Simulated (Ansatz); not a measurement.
A geometry relaxed with PBE0-D4/def2-TZVP in Ansatz (an electronic-structure program), charge 0, multiplicity 1:

```xyz
7

O     -1.3352    -0.6754    -0.4065
N      1.3361    -0.2676     0.1924
H     -1.5774    -1.2959     0.2824
Si    -0.2164     0.4670    -0.1000
C      2.3768    -0.7625     0.4042
H     -0.1003     1.2940    -1.3119
H     -0.5132     1.2519     1.1176
```

Question: Write the SMILES of this molecule.

Answer: `[C-]#[N+][SiH2]O`
